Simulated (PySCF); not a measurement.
A structure optimised at PBE0-D3(BJ)/def2-SVP, used in a PySCF frequency run:

```
Si
H 1 1.4894
C 1 1.8281 2 108.99
C 3 1.2172 2 149.77 1 175.27
H 4 1.0760 2 158.89 1 177.05
Cl 1 2.0775 2 107.84 3 118.65
Si 1 2.3399 2 113.50 3 -122.30
H 7 1.4930 1 108.48 2 -178.75
H 7 1.4940 8 109.66 1 -119.66
H 7 1.4948 8 109.68 9 -120.23
```
Charge 0, spin multiplicity 1.

Write its SMILES and formula.

C#C[Si@@H]([SiH3])Cl, C2H5ClSi2

What are its rotational constants (standard atomic weights)?

2.1449, 2.0137, 1.1419 GHz
